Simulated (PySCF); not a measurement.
benzobisthiadiazole (C6H2N4S2), SMILES c12c(cc3nsnc3c1)N=S=N2. Geometry optimised at B3LYP-D3(BJ)/def2-SVP.

These are B3LYP-D3(BJ)/def2-SVP (PySCF 2.14.0) values and carry that method's errors.

Harmonic wavenumbers (cm⁻¹): 103, 184, 289, 296, 374, 379, 411, 414, 531, 568, 651, 679, 686, 783, 786, 792, 810, 828, 890, 895, 896, 913, 913, 918, 1173, 1203, 1288, 1302, 1344, 1345, 1463, 1523, 1539, 1642, 3235, 3236. Rotational constants (GHz): 2.805, 0.4299, 0.3727; symmetry number 4.

**Question.** Work out the zero-point energy and the ideal-gas rigid-rotor harmonic-oscillator thermochemistry at 298.15 K and 1 atm.

**Answer.** ZPE = ½ Σ hcν = ½ × 35283 cm⁻¹ = 211.04 kJ/mol. H − E(el) = 234.07 kJ/mol. Entropy in J/(mol K): translation 174.46, rotation 117.96, vibration 70.14, total 362.56. G − E(el) = 125.98 kJ/mol. Cp = 140.01 J/(mol K). Modes under 150 cm⁻¹ make the vibrational entropy uncertain.
